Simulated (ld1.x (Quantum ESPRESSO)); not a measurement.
**Reading a pseudo-wave (Xe (Z = 54))**

Columns: radius, all-electron u(r) and pseudo u(r) of the 5p shell (level -8.39 eV) of xenon in the configuration [Kr] 4d10 5s2 5p6; LDA (PZ), scalar-relativistic, TM scheme, ld1.x (Quantum ESPRESSO) 7.5.

```tsv
r (bohr)	all-electron	pseudo
0.093	0.0886	-0.0025
0.185	-0.2061	-0.0099
0.278	-0.1745	-0.0226
0.370	0.0464	-0.0404
0.463	0.2505	-0.0641
0.555	0.3504	-0.0934
0.648	0.3457	-0.1293
0.740	0.2656	-0.1712
0.833	0.1404	-0.2202
0.925	-0.0014	-0.2747
1.018	-0.1450	-0.3352
1.110	-0.2769	-0.3987
1.203	-0.3942	-0.4643
1.295	-0.4918	-0.5278
1.388	-0.5717	-0.5874
1.480	-0.6333	-0.6388
1.573	-0.6793	-0.6807
1.665	-0.7109	-0.7111
1.758	-0.7305	-0.7305
1.850	-0.7396	-0.7396
1.943	-0.7402	-0.7402
2.035	-0.7339	-0.7339
2.128	-0.7219	-0.7219
2.220	-0.7056	-0.7056
2.313	-0.6858	-0.6858
2.405	-0.6636	-0.6636
```

(1) How many radial nodes do the two functions have?

(2) At about which radius was the pseudo-wave matched?

(3) Where does each function peak?

(4) Is the pseudo-wave norm-conserving?

Answers

(1) The all-electron 5p function has n − l − 1 = 3; the pseudo-wave has 0, since the states of the same l below it are removed with the core.

(2) 1.85 bohr. The columns agree to 0.0005 from 1.67 bohr on; several derivatives are matched, so the curves merge somewhat inside the radius.

(3) Outermost all-electron maximum near 1.94 bohr, pseudo maximum near 1.94 bohr (to the table’s step).

(4) Yes: the TM scheme keeps the norm inside the radius equal to the all-electron one, which fixes the energy derivative of the logarithmic derivative at the level.
